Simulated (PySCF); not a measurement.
# Interval between two levels of Nb⁺ by level of theory

Nb⁺ [Kr] 4d4 [5D4, M_J = 4] → Nb⁺ [Kr] 4d3 5s1 [5F5, M_J = 5], as a difference of total energies. Calculation: PySCF 2.14, in x2c-SVPall-2c with one added diffuse shell each of s, p, d type (7s9p7d1f, 76 functions); the two-component X2C-1e Hamiltonian. Correlated levels: [Ar] 3d10 frozen; the 6 highest virtual spinors dropped. "Screened" scales the spin-orbit matrix elements by Boettger's factors to mimic the two-electron term; Breit and QED terms are absent.

```csv
method,interval between two levels (cm⁻¹)
GHF (spin-free),1119.0
GMP2 (spin-free),1627.4
GHF (screened spin-orbit),1412.2
GMP2 (screened spin-orbit),1945.7
```

The spin-free rows relax to the high-spin LS determinant and lack the spin-orbit shift.

Errors of the correlated levels include the incompleteness of this basis and the frozen core.

The labels give the starting determinants; with spin-orbit coupling the two ends relaxed to ⟨J²⟩ = 20.03, ⟨L²⟩ = 6.07, ⟨S²⟩ = 6.00 and ⟨J²⟩ = 30.01, ⟨L²⟩ = 12.05, ⟨S²⟩ = 5.99.

Question: Which method comes closest to the reference value, and which is furthest?

Answer: The reference is 2921.2 cm⁻¹ (measured; NIST Handbook of Basic Atomic Spectroscopic Data (Sansonetti and Martin, J. Phys. Chem. Ref. Data 34, 1559 (2005))). Closest: GMP2 (screened spin-orbit) (error -975.55 cm⁻¹); furthest: GHF (spin-free) (error -1802.2 cm⁻¹).
